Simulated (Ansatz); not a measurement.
C₂H₄AlNO, SMILES [CH3][AlH][N]=C=O. Atoms are numbered in the order given.

```xyz
9

Al    -1.0333     0.4415    -0.6467
H     -2.3223    -0.3080    -1.1619
C     -0.6537     2.3375    -0.8752
H      0.2748     2.4840    -1.4549
H     -0.4901     2.8273     0.1008
H     -1.4634     2.8755    -1.3935
N      0.1702    -0.5615     0.2181
C      0.9729    -1.2452     0.7977
O      1.7568    -1.9100     1.3631
```

Geometry: B3LYP-D3(BJ)/def2-SVP. The structure was generated by enumeration; whether it is a known compound was not checked. The values are those of a single conformer.

Two levels are set side by side: PBE-D3(BJ)/def2-SVP (Ansatz, a first-principles code) and B3LYP-D3(BJ)/def2-SVP (Ansatz). Each level has its own optimised geometry; the coordinates shown are those of the second. Differences are taken from unrounded values.

```tsv
quantity	B3LYP-D3(BJ)
mean bond length (Å)	1.375
bond Al1–C3 (Å)	1.947
bond Al1–N7 (Å)	1.790
bond N7–C8 (Å)	1.203
bond C8–O9 (Å)	1.173
bond Al1–H2 (Å)	1.578
bond C3–H4 (Å)	1.104
bond C3–H5 (Å)	1.104
bond C3–H6 (Å)	1.102
```

### Question
What does PBE-D3(BJ) give, and how far is it from B3LYP-D3(BJ)? (The exact figures need the calculation; the answer reports its results.)

### Answer

| quantity | PBE-D3(BJ) | PBE-D3(BJ) minus B3LYP-D3(BJ) |
|---|---|---|
| mean bond length (Å) | 1.384 | 0.009 |
| bond Al1–C3 (Å) | 1.953 | 0.006 |
| bond Al1–N7 (Å) | 1.798 | 0.009 |
| bond N7–C8 (Å) | 1.213 | 0.010 |
| bond C8–O9 (Å) | 1.184 | 0.010 |
| bond Al1–H2 (Å) | 1.593 | 0.015 |
| bond C3–H4 (Å) | 1.111 | 0.007 |
| bond C3–H5 (Å) | 1.111 | 0.007 |
| bond C3–H6 (Å) | 1.109 | 0.007 |

Exact exchange shortens and stiffens bonds; PBE has none. Differences between two approximate levels are no errors against the true value.
